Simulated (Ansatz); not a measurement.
GeH3N (SMILES [NH2][GeH]) moved off its minimum; all values from Ansatz (a quantum-chemistry and plane-wave program), cores frozen in correlated methods.
(charge 0, multiplicity 1)
```xyz
5

Ge    -0.0614     0.1156     0.2562
H     -0.3856     1.3209    -0.8192
N      0.4909    -0.8714    -0.9621
H      0.6320    -0.7942    -1.9480
H      0.9092    -1.8660    -0.7449
```

```tsv
level	largest force (eV/Å)	on atom	rms difference from CCSD(T)/aug-cc-pVTZ (eV/Å)	dipole (D)
HF/def2-TZVPP	9.31	N3	0.406	2.23
PBE/def2-TZVPP	7.96	N3	0.221	2.35
r2SCAN/def2-TZVPP	8.00	N3	0.220	2.40
B3LYP/def2-TZVPP	8.36	N3	0.090	2.27
wB97M-V/def2-TZVPP	8.28	N3	0.168	2.26
MP2/aug-cc-pVTZ	8.62	N3	0.059	2.26
CCSD(T)/aug-cc-pVTZ	8.60	N3	0.000	2.23
```

The differences count from one level among others, with limits of its own. Forces at CCSD(T)/aug-cc-pVTZ (eV/Å):

```csv
atom,Fx,Fy,Fz
Ge1,-2.082,4.004,3.698
H2,-0.014,-0.168,0.431
N3,3.533,-7.074,-3.380
H4,-0.227,0.683,-0.562
H5,-1.210,2.556,-0.186
```
